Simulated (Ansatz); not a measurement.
Basis sets compared for `COCCOS(=O)(=O)CC(F)(F)C(F)F`. Charge 0, multiplicity 1. Geometry PBE-D4/def2-SVP. Ansatz on 4 threads of Intel Xeon on a shared host; times are rough, and most runs start from earlier orbitals.

```xyz
25

C    -1.181    2.225    0.364
O    -1.551    1.285   -0.637
C    -2.654    0.461   -0.310
C    -2.357   -0.622    0.721
O    -1.399   -1.583    0.234
S     0.203   -1.401    0.685
O     0.722   -2.764    0.802
O     0.277   -0.424    1.787
C     0.833   -0.650   -0.850
C     2.173    0.061   -0.739
F     2.078    1.145    0.084
F     2.485    0.524   -1.995
C     3.378   -0.782   -0.275
F     3.445   -1.905   -1.039
F     3.225   -1.133    1.025
H    -0.762    1.736    1.271
H    -2.047    2.865    0.652
H    -0.392    2.866   -0.075
H    -3.513    1.072    0.065
H    -2.970   -0.017   -1.260
H    -3.281   -1.200    0.931
H    -1.997   -0.194    1.680
H     0.895   -1.473   -1.584
H     0.071    0.102   -1.144
H     4.317   -0.194   -0.396
```

Binding counts from free atoms (C triplet, O triplet, S triplet, F doublet, H doublet) in the same basis, without a counterpoise term.

```csv
level,functions,energy (Eh),HOMO (eV),LUMO (eV),binding per atom (eV),wall time
PBE-D4/def2-SVP,264,-1331.0794,-6.27,-0.58,4.32,15 s
PBE0-D4/def2-SVP,264,-1331.1141,-7.94,0.45,4.15,24 s
```

Task: Estimate the rows for PBE-D4/def2-TZVP (with forces), PBE0-D4/def2-TZVP (with forces).

Result: 
```
                          level  functions  energy (Eh)  HOMO (eV)  LUMO (eV)  binding per atom (eV)  wall time
 PBE-D4/def2-TZVP (with forces)        531   -1332.3673      -6.45      -0.82                   4.29       45 s
PBE0-D4/def2-TZVP (with forces)        531   -1332.3975      -8.03       0.30                   4.14    2.1 min
```
